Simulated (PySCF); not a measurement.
C3H7BO2, SMILES OC1CB(C1)O. Atoms are numbered in the order given.

```xyz
13

O      2.2405     0.9623     0.1623
B      1.0140     0.4277    -0.0053
C     -0.4332     1.0596     0.0947
C     -0.9028    -0.4133     0.3256
O     -2.0339    -0.8619    -0.3818
C      0.4209    -1.0340    -0.1917
H      2.9501     0.3085     0.1036
H     -0.7024     1.8230     0.8400
H     -0.7771     1.3894    -0.9025
H     -1.0081    -0.6061     1.4129
H     -2.7918    -0.3354    -0.0942
H      0.2906    -1.2644    -1.2647
H      0.8067    -1.9312     0.3157
```

Coordinates come from a B3LYP-D3(BJ)/def2-SVP optimisation. This is a generated structure with no PubChem entry under its InChIKey; it may be hypothetical. The values are those of a single conformer.

Two levels are set side by side: PBE/pcSseg-1 (PySCF) and B3LYP/pcSseg-1 (PySCF). GIAO shifts against BF3 (¹¹B), H2O (¹⁷O), TMS (¹H), TMS (¹³C) at the same level; non-relativistic, no solvent, atoms listed together averaged. Differences are taken from unrounded values.

```json
[
 {"quantity": "δ(¹⁷O) of O1 (ppm)", "B3LYP": "184.3", "PBE": "195.7", "PBE minus B3LYP": "11.5"},
 {"quantity": "δ(¹¹B) of B2 (ppm)", "B3LYP": "42.9", "PBE": "41.6", "PBE minus B3LYP": "-1.3"},
 {"quantity": "δ(¹³C) of C4 (ppm)", "B3LYP": "67.4", "PBE": "68.6", "PBE minus B3LYP": "1.2"},
 {"quantity": "δ(¹⁷O) of O5 (ppm)", "B3LYP": "87.8", "PBE": "93.8", "PBE minus B3LYP": "6.0"},
 {"quantity": "δ(¹H) of H7 (ppm)", "B3LYP": "5.89", "PBE": "6.11", "PBE minus B3LYP": "0.22"},
 {"quantity": "δ(¹H) of H10 (ppm)", "B3LYP": "4.42", "PBE": "4.64", "PBE minus B3LYP": "0.22"},
 {"quantity": "δ(¹H) of H11 (ppm)", "B3LYP": "0.96", "PBE": "0.89", "PBE minus B3LYP": "-0.07"}
]
```

Rough cost on one machine, each run with all the roots and properties that it gave: B3LYP against PBE within a factor of 2.
